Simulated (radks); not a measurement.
Values are calculated unless marked as measured or tabulated.
Ionisation of the thulium ion Tm2+, [Xe] 4f13, to [Xe] 4f12 as the strength of local exchange is varied. Level of theory: scalar-relativistic Kohn-Sham, Slater X-alpha exchange (alpha = 2/3 is LDA exchange), no correlation, spin-polarised, spherical densities, point nucleus; open shells are filled with parallel spins first (spin-orbit coupling, left out, can overturn this in heavy ions) (a radial shooting solver on a logarithmic mesh with Libxc functionals).

alpha  E(Tm2+) (hartree)  exchange (hartree)  IE (eV)  -e of the level emptied (eV)  <r> of it (bohr)
0.667        -13551.5213           -269.4869   24.385                   15.844 (4f)            0.8072
0.806        -13608.0537           -327.1525   28.244                   19.236 (4f)            0.7814
0.874        -13635.8046           -355.5481   30.242                   21.025 (4f)            0.7701
0.902        -13647.2495           -367.2755   31.085                   21.784 (4f)            0.7657
0.976        -13677.5472           -398.3683   33.369                   23.855 (4f)            0.7544
?            -13517.4847           -234.8860   22.208                   13.981 (4f)            0.8250

Which alpha was used in the last row?

Answer. alpha = 0.583. NIST Atomic Spectra Database: 23.66 eV (semi-empirical). The Delta-SCF value meets it near alpha = 0.64. Open shells are spherical and high-spin; term and fine-structure splittings are not resolved. Spin-orbit splitting is averaged out at the scalar-relativistic level.
